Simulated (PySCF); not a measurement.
IK, charge -1, doublet, at the geometry of the source list (a state made from the parent by changing its charge; the spin is typed, not shown lowest) (all electrons, no relativity) (in this run its highest filled SCF level lies above zero, so its values depend strongly on the basis, on diffuse functions most of all); HF/STO-3G run with PySCF.

Here is a job for PySCF.
```python
from pyscf import gto, scf

mol = gto.Mole()
mol.atom = '''
    K    -1.058900   -0.752200   -0.902200
    I     1.058900    0.752200    0.902200
'''
mol.basis = 'sto-3g'
mol.charge = -1
mol.spin = 1
mol.verbose = 4
mol.build()

mf = scf.UHF(mol)
mf.level_shift = 0.1
mf.max_cycle = 100
mf.kernel()
mf.analyze()
```

It wrote (shortened):

```
PySCF version 2.14.0

[INPUT] verbose = 4
[INPUT] num. atoms = 2
[INPUT] num. electrons = 73
[INPUT] charge = -1
[INPUT] spin (= nelec alpha-beta = 2S) = 1
[INPUT] symmetry False subgroup None
[INPUT] Mole.unit = angstrom
[INPUT] Symbol           X                Y                Z      unit          X                Y                Z       unit  Magmom
[...]
nuclear repulsion = 168.476908767718
number of shells = 18
number of NR pGTOs = 120
number of NR cGTOs = 40
basis = sto-3g
ecp = {}

******** <class 'pyscf.scf.uhf.UHF'> ********
method = UHF
initial guess = minao
damping factor = 0
level_shift factor = 0.1
DIIS = <class 'pyscf.scf.diis.CDIIS'>
diis_start_cycle = 1
diis_space = 8
diis_damp = 0
SCF conv_tol = 1e-09
SCF conv_tol_grad = None
SCF max_cycles = 100
direct_scf = True
direct_scf_tol = 1e-13
number electrons alpha = 37  beta = 36
Set gradient conv threshold to 3.16228e-05
init E= -7421.07235804764

cycle= 1 E= -7443.68381185795  delta_E= -22.6  |g|= 0.127  |ddm|= 1.58
cycle= 2 E= -7443.71635932684  delta_E= -0.0325  |g|= 0.0543  |ddm|= 0.504
cycle= 3 E= -7443.72437879655  delta_E= -0.00802  |g|= 0.0172  |ddm|= 0.314
cycle= 4 E= -7443.72526960891  delta_E= -0.000891  |g|= 0.00474  |ddm|= 0.117
cycle= 5 E= -7443.72533950438  delta_E= -6.99e-05  |g|= 0.00105  |ddm|= 0.0344
cycle= 6 E= -7443.72534284159  delta_E= -3.34e-06  |g|= 0.000203  |ddm|= 0.00756
cycle= 7 E= -7443.72534295654  delta_E= -1.15e-07  |g|= 4.07e-05  |ddm|= 0.00129
cycle= 8 E= -7443.72534296145  delta_E= -4.91e-09  |g|= 9.47e-06  |ddm|= 0.000248
cycle= 9 E= -7443.72534296175  delta_E= -2.96e-10  |g|= 2.98e-06  |ddm|= 5.33e-05
Extra cycle  E= -7443.72534296177  delta_E= -2.27e-11  |g|= 1.35e-06  |ddm|= 1.38e-05
converged SCF energy = -7443.72534296177  <S^2> = 0.75112579  2S+1 = 2.0011255
**** SCF Summaries ****
Total Energy =                       -7443.725342961768547
Nuclear Repulsion Energy =             168.476908767718129
One-electron Energy =               -10619.694455509474210
Two-electron Energy =                 3007.492203779987449
Two-electron Coulomb Energy =         3215.059942780578240
DFT Exchange-Correlation Energy =     -207.567739000590791
**** MO energy ****
                             alpha | beta                alpha | beta
[...]
To work with the spin densities directly, `use mulliken_meta_spin()` only printing them here.

 ** Mulliken spin pop alpha/beta on meta-lowdin orthogonal AOs **
 ** Mulliken Spin Density (per AO)  **
spin_pop of  0 K 1s        0.00000
spin_pop of  0 K 2s        0.00002
spin_pop of  0 K 3s        0.00053
spin_pop of  0 K 4s        0.82620
spin_pop of  0 K 2px      -0.00000
spin_pop of  0 K 2py      -0.00000
spin_pop of  0 K 2pz      -0.00000
spin_pop of  0 K 3px      -0.00094
spin_pop of  0 K 3py      -0.00123
spin_pop of  0 K 3pz      -0.00110
spin_pop of  0 K 4px       0.04213
spin_pop of  0 K 4py       0.02238
spin_pop of  0 K 4pz       0.03120
spin_pop of  1 I 1s        0.00000
spin_pop of  1 I 2s        0.00000
spin_pop of  1 I 3s        0.00000
spin_pop of  1 I 4s        0.00000
spin_pop of  1 I 5s        0.01261
spin_pop of  1 I 2px       0.00000
spin_pop of  1 I 2py       0.00000
spin_pop of  1 I 2pz       0.00000
spin_pop of  1 I 3px       0.00000
spin_pop of  1 I 3py       0.00000
spin_pop of  1 I 3pz       0.00000
spin_pop of  1 I 4px       0.00001
spin_pop of  1 I 4py       0.00000
spin_pop of  1 I 4pz       0.00000
spin_pop of  1 I 5px       0.03083
spin_pop of  1 I 5py       0.01519
spin_pop of  1 I 5pz       0.02218
spin_pop of  1 I 3dxy      0.00000
spin_pop of  1 I 3dyz      0.00000
spin_pop of  1 I 3dz^2    -0.00000
spin_pop of  1 I 3dxz      0.00000
spin_pop of  1 I 3dx2-y2    0.00000
spin_pop of  1 I 4dxy      0.00000
spin_pop of  1 I 4dyz      0.00000
spin_pop of  1 I 4dz^2    -0.00000
spin_pop of  1 I 4dxz      0.00000
spin_pop of  1 I 4dx2-y2    0.00000
 ** Mulliken Spin Density (per atom)  **
spin density of  0 K =      0.91917
spin density of  1 I =      0.08083
 ** Mulliken pop alpha/beta on meta-lowdin orthogonal AOs **
 ** Mulliken pop       alpha | beta **
[...]
In total            37.00000 | 36.00000
 ** Mulliken atomic charges   ( Nelec_alpha | Nelec_beta ) **
charge of  0K =     -0.17670  (    10.04793      9.12877 )
charge of  1I =     -0.82330  (    26.95207     26.87123 )

WARN: System has nonzero charge -1; the dipole moment is origin-dependent.
Location of origin: [0. 0. 0.]

Dipole moment(X, Y, Z, Debye): -1.55241, -1.10277, -1.32268
```
